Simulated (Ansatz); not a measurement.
Relaxation of the cluster TaO₄ with UKS r2SCAN-D4/def2-SVP.

```sh
$ ansatz run in.yaml --threads 4 --pin off --events-out ev --progress --plain --max-ram 4787MiB
```

```yaml
crystal:
  periodic: [false, false, false]
  atoms:
    - {symbol: Ta, position_ang: [-0.535770, 0.354190, -0.010600]}
    - {symbol: O, position_ang: [0.194640, -1.248780, -0.731780]}
    - {symbol: O, position_ang: [0.962710, -0.740120, 0.286520]}
    - {symbol: O, position_ang: [1.359300, 0.534310, -0.034960]}
    - {symbol: O, position_ang: [-1.980870, 1.100410, 0.490820]}
basis:
  gaussian: {orbitals: def2-SVP}
magnetization: {spin_polarized: true, initial_magnetization: 1}
hamiltonian: {xc: r2scan, dispersion: d4}
scf: {lower_state_search: "off"}
output: {orbitals: {seedname: orbitals}}
relax: {f_tol: 0.02, max_steps: 100}
```

It took 57 s on 4 threads of Arm Neoverse V1 on a shared host.

Positions (Å) and forces (eV/Å) at steps 1, 2, 3, 4, 5, 6, 7, 8, 9, 10, 12, 13, 14, 15, 16, 17, 18, 19, 20, 21, 22, 23, 24 of 24:

```xyz
5
step=1 energy=-9725.1061 eV
Ta   -0.536    0.354   -0.011   -5.460    4.267   -1.783
O     0.195   -1.249   -0.732   -0.813   -3.652   -2.563
O     0.963   -0.740    0.287    5.730   -4.923    3.016
O     1.359    0.534   -0.035    3.473    2.917    0.002
O    -1.981    1.100    0.491   -2.930    1.392    1.327
5
step=2 energy=-9726.3067 eV
Ta   -0.582    0.410   -0.077   -1.823    1.342   -0.391
O     0.185   -1.317   -0.725   -1.025   -0.606   -1.073
O     1.052   -0.789    0.262    1.830   -1.887    1.769
O     1.409    0.557    0.007    0.377    1.541   -0.234
O    -2.065    1.139    0.534    0.642   -0.390   -0.072
5
step=3 energy=-9726.5500 eV
Ta   -0.594    0.450   -0.159   -0.063    0.144   -0.266
O     0.145   -1.338   -0.719   -0.554    0.250   -0.088
O     1.090   -0.820    0.278    0.488   -0.502    0.471
O     1.406    0.593    0.036   -0.434    0.435   -0.015
O    -2.047    1.115    0.563    0.563   -0.327   -0.102
5
step=4 energy=-9726.6638 eV
Ta   -0.576    0.482   -0.270   -0.441    0.255    0.079
O     0.072   -1.332   -0.665   -0.316   -0.068   -0.238
O     1.143   -0.843    0.250    0.268   -0.332    0.400
O     1.350    0.625    0.100   -0.011    0.398   -0.056
O    -1.988    1.069    0.584    0.499   -0.253   -0.185
5
step=5 energy=-9726.6888 eV
Ta   -0.570    0.509   -0.351   -0.146    0.032    0.164
O     0.037   -1.325   -0.657    0.099   -0.133    0.133
O     1.137   -0.852    0.283   -0.307    0.313   -0.288
O     1.325    0.648    0.114    0.112   -0.112    0.141
O    -1.930    1.021    0.611    0.242   -0.100   -0.150
5
step=6 energy=-9726.7002 eV
Ta   -0.562    0.509   -0.363   -0.008    0.035   -0.085
O     0.041   -1.327   -0.665    0.038   -0.125   -0.036
O     1.094   -0.831    0.301   -0.085    0.052    0.011
O     1.331    0.650    0.107    0.135    0.020    0.021
O    -1.903    1.000    0.620   -0.079    0.018    0.089
5
step=7 energy=-9726.7098 eV
Ta   -0.556    0.513   -0.383    0.290   -0.042   -0.376
O     0.070   -1.325   -0.701    0.015   -0.127    0.112
O     0.998   -0.795    0.367   -0.081    0.128   -0.190
O     1.354    0.642    0.068    0.074   -0.035    0.149
O    -1.866    0.964    0.648   -0.298    0.076    0.305
5
step=8 energy=-9726.7111 eV
Ta   -0.545    0.522   -0.427   -0.150   -0.031    0.332
O     0.070   -1.334   -0.710   -0.002    0.195    0.131
O     0.939   -0.768    0.396   -0.004    0.062   -0.148
O     1.365    0.650    0.065   -0.207   -0.116    0.010
O    -1.829    0.930    0.676    0.364   -0.110   -0.325
5
step=9 energy=-9726.7149 eV
Ta   -0.548    0.518   -0.410   -0.121    0.038    0.110
O     0.057   -1.330   -0.694    0.034    0.017   -0.028
O     0.988   -0.788    0.366   -0.027    0.000    0.047
O     1.351    0.651    0.080    0.008   -0.019   -0.043
O    -1.847    0.948    0.658    0.106   -0.035   -0.086
5
step=10 energy=-9726.7156 eV
Ta   -0.549    0.519   -0.411    0.047    0.024   -0.142
O     0.068   -1.326   -0.702    0.011   -0.080    0.043
O     0.965   -0.779    0.382   -0.015    0.041   -0.079
O     1.354    0.646    0.068    0.058   -0.009    0.071
O    -1.838    0.941    0.663   -0.101    0.024    0.107
5
step=12 energy=-9726.7178 eV
Ta   -0.544    0.527   -0.414    0.003   -0.026    0.012
O     0.047   -1.320   -0.698   -0.051   -0.012   -0.050
O     0.972   -0.765    0.386    0.036    0.090    0.034
O     1.372    0.635    0.067   -0.003   -0.044    0.012
O    -1.846    0.923    0.659    0.014   -0.007   -0.008
5
step=13 energy=-9726.7182 eV
Ta   -0.543    0.527   -0.417    0.006   -0.023    0.002
O     0.046   -1.320   -0.700   -0.065   -0.008   -0.055
O     0.964   -0.760    0.391    0.062    0.095    0.044
O     1.373    0.635    0.066   -0.009   -0.056    0.015
O    -1.841    0.918    0.661    0.005   -0.008   -0.006
5
step=14 energy=-9726.7277 eV
Ta   -0.530    0.528   -0.440    0.075   -0.202   -0.041
O     0.030   -1.320   -0.717   -0.386    0.038   -0.266
O     0.920   -0.720    0.425    0.346    0.335    0.254
O     1.389    0.632    0.058   -0.006   -0.142    0.069
O    -1.808    0.880    0.673   -0.029   -0.029   -0.016
5
step=15 energy=-9726.9849 eV
Ta   -0.493    0.527   -0.491    0.904   -2.314    0.200
O    -0.031   -1.322   -0.759   -2.480    0.335   -2.262
O     0.825   -0.620    0.511    1.770    1.897    1.962
O     1.432    0.632    0.042   -0.252   -0.004    0.302
O    -1.734    0.783    0.697    0.058    0.086   -0.202
5
step=16 energy=-9728.3516 eV
Ta   -0.450    0.457   -0.509    0.768   -2.937    0.460
O    -0.177   -1.361   -0.882   -1.978    1.188   -1.266
O     0.845   -0.502    0.632    1.401    1.673    0.721
O     1.460    0.670    0.063   -0.190   -0.059    0.555
O    -1.679    0.736    0.697   -0.002    0.135   -0.470
5
step=17 energy=-9729.2387 eV
Ta   -0.413    0.344   -0.483   -0.928   -1.157   -0.903
O    -0.334   -1.374   -0.997   -1.231    0.599   -0.452
O     0.943   -0.406    0.712    1.410    0.853    0.758
O     1.475    0.702    0.101    1.013   -0.082    0.751
O    -1.671    0.734    0.667   -0.264   -0.214   -0.154
5
step=18 energy=-9729.7708 eV
Ta   -0.401    0.261   -0.490   -0.603    0.312    0.293
O    -0.516   -1.374   -1.078   -0.674   -0.406   -0.420
O     1.069   -0.299    0.788   -0.276   -0.990    1.253
O     1.540    0.719    0.151    1.334    1.476   -0.681
O    -1.692    0.692    0.630    0.219   -0.392   -0.446
5
step=19 energy=-9729.9265 eV
Ta   -0.373    0.200   -0.478   -0.217   -0.246    0.763
O    -0.691   -1.381   -1.166    0.055    0.384    0.083
O     1.117   -0.226    0.904    0.454    1.220   -1.022
O     1.657    0.786    0.154   -0.791   -1.201    0.714
O    -1.710    0.622    0.586    0.499   -0.157   -0.538
5
step=20 energy=-9729.9290 eV
Ta   -0.396    0.208   -0.410    0.576   -0.036   -0.198
O    -0.643   -1.315   -1.220   -0.150   -0.113    0.115
O     1.115   -0.092    0.991   -0.183   -0.314   -0.088
O     1.694    0.623    0.044    0.148    0.371   -0.018
O    -1.770    0.576    0.595   -0.390    0.093    0.189
5
step=21 energy=-9729.9787 eV
Ta   -0.377    0.195   -0.444    0.069    0.087   -0.077
O    -0.685   -1.363   -1.169   -0.036   -0.048   -0.043
O     1.128   -0.198    0.895    0.114   -0.117    0.211
O     1.665    0.751    0.145   -0.077    0.061   -0.115
O    -1.730    0.615    0.573   -0.071    0.017    0.025
5
step=22 energy=-9729.9816 eV
Ta   -0.375    0.193   -0.442    0.043    0.011    0.020
O    -0.687   -1.361   -1.173   -0.019   -0.022   -0.030
O     1.137   -0.200    0.905    0.037    0.002    0.025
O     1.657    0.751    0.139   -0.033   -0.004   -0.015
O    -1.732    0.617    0.571   -0.028    0.013    0.000
5
step=23 energy=-9729.9822 eV
Ta   -0.375    0.188   -0.437   -0.010   -0.051    0.028
O    -0.690   -1.362   -1.180   -0.003    0.047    0.017
O     1.146   -0.199    0.911   -0.015    0.011   -0.020
O     1.654    0.752    0.137    0.009    0.004    0.002
O    -1.736    0.621    0.569    0.018   -0.010   -0.027
5
step=24 energy=-9729.9823 eV
Ta   -0.373    0.185   -0.433   -0.009    0.008   -0.011
O    -0.694   -1.360   -1.182    0.000   -0.009   -0.004
O     1.149   -0.198    0.911    0.009    0.000    0.004
O     1.656    0.753    0.137    0.005   -0.001    0.005
O    -1.738    0.620    0.566   -0.005    0.002    0.005
```

In the def2 sets Ta takes a core potential; there is no spin–orbit coupling. The relaxation made no stability test and no search for a lower SCF solution. No other spin state of charge 0 was run. The structure comes from a short search, and lower isomers may exist.
